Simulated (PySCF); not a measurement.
**Effect of structural changes**

Level of theory: GIAO B3LYP/pcSseg-1 magnetisability, rotational g tensor and spin-rotation constants, non-relativistic, gas phase in PySCF 2.14.0. Geometry: PBE0-D3(BJ)/def2-SVP.

Each molecule in one low-energy conformer. The parent is FP.

(1) Order by isotropic susceptibility, lowest first.
A. FP
B. F[PH2+][B-](F)(F)F
C. [BH3-][PH2+]F
D. C[B-](C)(C)[PH2+]F

## Answers

(1) D (-78), B (-49), C (-38), A (-22).

All values:
| molecule | change | χ, cgs (10⁻⁶ cm³/mol) | magnetisability anisotropy (10⁻³⁰ J/T²) |
| --- | --- | --- | --- |
| FP | base | -22.2 | 268 |
| [BH3-][PH2+]F | phosphine turned into its BH3 adduct | -38.1 | 142 |
| C[B-](C)(C)[PH2+]F | phosphine turned into its BMe3 adduct | -78.2 | 137 |
| F[PH2+][B-](F)(F)F | phosphine turned into its BF3 adduct | -48.6 | 196 |
